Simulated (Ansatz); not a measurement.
Predict a relaxed structure of the cluster As2S2, charge 0, singlet, at r2SCAN-D4/def2-SVP (Ansatz).


```xyz
4

As    0.539   -1.166   -0.228
As   -0.011    1.034   -0.796
S     1.121    0.580    1.160
S    -1.649   -0.447   -0.136
```
Point group C2v (tolerance 0.1 Å). This is one stationary point.

The structure comes from a short search, and lower isomers may exist.
